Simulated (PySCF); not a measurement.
# Molecular orbitals of AgH

PBE0 at R = 1.622 Å; basis Ag cc-pVDZ-PP with ECP28, H cc-pVDZ; scalar-relativistic core potentials; PySCF 2.14. State: ¹Σ⁺ (singlet), closed shell. Only the outer orbitals are listed, counted within each symmetry, core potentials removing the inner ones.

```json
{"orbital": "3σ", "occ.": "2", "ε (eV)": "-10.74", "on Ag (%)": "79", "main shells (%)": "75 Ag d, 21 H s"}
{"orbital": "2π", "occ.": "2", "ε (eV)": "-9.52", "on Ag (%)": "100", "main shells (%)": "100 Ag d"}
{"orbital": "2π", "occ.": "2", "ε (eV)": "-9.52", "on Ag (%)": "100", "main shells (%)": "100 Ag d"}
{"orbital": "1δ", "occ.": "2", "ε (eV)": "-9.29", "on Ag (%)": "100", "main shells (%)": "100 Ag d"}
{"orbital": "1δ", "occ.": "2", "ε (eV)": "-9.29", "on Ag (%)": "100", "main shells (%)": "100 Ag d"}
{"orbital": "4σ", "occ.": "2", "ε (eV)": "-6.77", "on Ag (%)": "67", "main shells (%)": "45 Ag s, 33 H s, 19 Ag d"}
{"orbital": "5σ", "occ.": "0", "ε (eV)": "-2.07", "on Ag (%)": "84", "main shells (%)": "43 Ag p, 40 Ag s, 16 H s"}
{"orbital": "3π", "occ.": "0", "ε (eV)": "0.04", "on Ag (%)": "100", "main shells (%)": "100 Ag p"}
{"orbital": "3π", "occ.": "0", "ε (eV)": "0.04", "on Ag (%)": "100", "main shells (%)": "100 Ag p"}
```

Task: Which are the highest filled and the lowest empty level, where do they sit, and how wide is the gap?

Result: Highest filled 4σ at -6.77 eV (in %: 45 Ag s, 33 H s, 19 Ag d); lowest empty 5σ at -2.07 eV (in %: 43 Ag p, 40 Ag s, 16 H s); the gap at PBE0 is 4.70 eV.

The bond order (Mayer) is 1.06. The ⟨S²⟩ is 0.000. The charge on Ag (Mulliken, basis-dependent) is 0.09, the charge on Ag (Löwdin, basis-dependent) is 0.09 and the dipole moment (positive dipole means Ag(−)H(+)) is -2.87 D. The polarisability along the bond is 37.9 bohr³ and the polarisability across the bond is 32.4 bohr³.

Spin–orbit coupling is left out.
